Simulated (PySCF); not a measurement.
PBE0 on Ni⁺ (nickel, charge +1), [Ar] 3d9, 2D determinant. All numbers are calculated (PySCF 2.14, no relativity, point nucleus, in STO-3G).

```
cycle= 1 E= -1489.34375119868  delta_E= -0.00843  |g|= 0.021  |ddm|= 0.126
cycle= 2 E= -1489.34393992776  delta_E= -0.000189  |g|= 0.00334  |ddm|= 0.0188
cycle= 3 E= -1489.34394485549  delta_E= -4.93e-06  |g|= 2.09e-05  |ddm|= 0.00259
cycle= 4 E= -1489.34394485571  delta_E= -2.16e-10  |g|= 1.09e-06  |ddm|= 2.14e-05
converged SCF energy = -1489.34394485571  <S^2> = 0.75028567  2S+1 = 2.0002856
```

Highest occupied orbital energy: 22.994 eV; ⟨L²⟩ = 6.00; populations by l: s 6.00, p 12.00, d 9.00.

Task: Can this result be used?

Result: Not for this state. Self-consistency was reached. At PBE0 the highest occupied level has a positive energy, so only the finite basis holds that electron; for this excited configuration the basis is too tight for the outer shell.
